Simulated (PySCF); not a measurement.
Compound: 4a,8a-azaboranaphthalene, C8H8BN.
SMILES: `C1=CB2C=CC=CN2C=C1`

Jobs on this species (18 atoms, 68 electrons) with PySCF (density fitting). Hardware of each: one thread of an x86-64 server, no GPU, shared host. The host was shared with other jobs, so the times are rough.

| level and settings | work | basis functions | SCF cycles | wall time |
| --- | --- | --- | --- | --- |
| PBE0-D3(BJ)/def2-SVP, grid level 1 | geometry optimisation from a GFN2-xTB start | 180 | ? | ? |
| WP04/pcSseg-1 | shieldings, ring-centre shieldings | 210 | 16 | 32 s |
| PBE0/pcSseg-1 | shieldings, ring-centre shieldings, charges and field gradients | 210 | 14 | 35 s |
| PBE0/def2-SVPD | 10 singlets by full TDDFT, 4 Tamm–Dancoff triplets, polarisability, ΔSCF ions | 264 | 14 | 2.5 min |

Question: Fill in the missing figures.

Answer: 
- PBE0-D3(BJ)/def2-SVP, grid level 1; geometry optimisation from a GFN2-xTB start: 49 s, 23 SCF cycles

Question: What do all jobs in the table cost together?

Answer: About 4.4 min; the longest takes about 56 % of that, and about 4.7 times as long as the shortest.
